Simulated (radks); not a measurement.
The numbers below are computed, except where a source is named.
How relativity changes the ionisation of neutral molybdenum ([Kr] 4d5 5s1) to Mo+ ([Kr] 4d5). Spin-unpolarised spherical Kohn-Sham, PBE, point nucleus unless stated (finite: rms radius 4.4091 fm), a radial shooting solver on a logarithmic mesh with Libxc functionals. A level marked "c x" has the speed of light scaled by that factor and shares open shells by 2j + 1; other Dirac levels either fill j = l - 1/2 first or share by 2j + 1.

level                               E(Mo) (hartree)  E(Mo+) (hartree)  IE (eV)   HOMO  <r> HOMO (bohr)
non-rel.                                -3976.96518       -3976.72569    6.517     5s            3.729
scalar-rel.                             -4048.61939       -4048.36617    6.890     4d            2.000
scalar-rel., finite nucleus             -4048.56233       -4048.30912    6.890     4d            2.000
Dirac, 2j+1 shares                      -4049.20217       -4048.94892    6.891  4d5/2            2.013
Dirac, low j first                      -4049.21711       -4048.96470    6.868  4d5/2            2.021
Dirac, 2j+1 shares, finite nucleus      -4049.14502       -4048.89177    6.891  4d5/2            2.013
Dirac, c x 0.85                         -4078.84396       -4078.58483    7.051  4d5/2            2.032
Dirac, c x 5                            -3979.72861       -3979.48861    6.531  5s1/2            3.724
Dirac, c x 10                           -3977.65511       -3977.41549    6.520  5s1/2            3.728

NIST Atomic Spectra Database: 7.092 eV (measured). The relativistic part of the total energy of Mo is -72.18 hartree (Dirac, 2j+1 shares, finite nucleus), 1.8 % of the non-relativistic value. Spin polarisation and multiplet splitting of open shells are left out at every level.

Beside tabulated values, note that relativity, absent from the non-relativistic runs, is large for the heavy elements, and spin-unpolarised runs miss the spin-polarisation part of the exchange energy of open shells.
